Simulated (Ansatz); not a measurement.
```xyz
2

N     0.0000    0.0000    0.6043
O     0.0000    0.0000   -0.6043
```

Basis set: cc-pVDZ (spherical functions). Left uncorrelated: 2 orbitals. Correlation on ROHF uses semicanonical orbitals with singles. Charge 0, multiplicity 2.

Computed with Ansatz (development build ahead of 0.2.0); the reference of a correlated method needn't be the lowest determinant of its kind.

The atomization energy at this shape (free ground-state atoms in the same class of orbitals less the molecule, no zero-point energy) of doublet NO:

```csv
method,atomization energy
ROHF-CCSD(T),543.6 kJ/mol
UHF-CCSD(T),540.3 kJ/mol
```

Task: What does ROHF-CCSD give?

Result: 511.9 kJ/mol. Caution: the reference determinant was not shown to be the lowest. Caution for UHF-CCSD(T): the unrestricted determinant is spin contaminated.
